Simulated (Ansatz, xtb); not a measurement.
Molecule: SnS, net charge 0, singlet state. SMILES: [S]=[Sn]
Structure (B3LYP-D3(BJ)/def2-TZVP (Ansatz, a quantum-chemistry and plane-wave program) minimum search):
```xyz
2

Sn     0.0000     0.0000    -0.5388
S      0.0000     0.0000     1.6838
```

Harmonic wavenumbers from GFN2-xTB (xtb, at its own minimum), cm⁻¹: 509.

Problem. Give the harmonic wavenumbers at B3LYP-D3(BJ)/def2-TZVP (Ansatz, finite differences of forces, unscaled).

Solution. 485 cm⁻¹. Zero-point energy 0.7 kcal/mol.

Problem. From these and the geometry, give the ideal-gas thermochemistry at 298.15 K and 1 atm (rigid rotor, harmonic oscillator).

Solution. Point group C∞v, rotational symmetry number 1. Rotational constants 4.053, 4.053 GHz. S(trans) 40.94, S(rot) 16.56, S(vib) 0.70, S(elec, spin only) 0.00, S 58.2 cal/(mol K). H(298) - H(0) 2.22 kcal/mol; G - E(el) -14.4 kcal/mol.
